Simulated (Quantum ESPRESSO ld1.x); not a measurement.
Task: Species: the niobium ion Nb+. Configuration: [Kr] 4d(3/2: 3, 5/2: 0) 5s1 (not the ground configuration). Calculated with ld1.x of Quantum ESPRESSO 7.5: Dirac Kohn-Sham, PBE, spin-unpolarised, spherical densities, point nucleus.

Spin-orbit splittings of the eigenvalues, e(l+1/2) - e(l-1/2), with zeta = 2 splitting/(2l+1) and mean radii in bohr:

shell  occ.  splitting (eV)  zeta (eV)  <r> j=l-1/2  <r> j=l+1/2
2p        6               ?          ?       0.1346       0.1391
3p        6           15.51      10.34       0.4386       0.4491
3d       10           2.888      1.155       0.4310       0.4345
4p        6           2.123      1.415        1.274        1.304
4d        3          0.1856    0.07425        1.937        1.956

Estimate the 2p splitting.

Result: 95.78 eV (zeta = 63.85 eV).
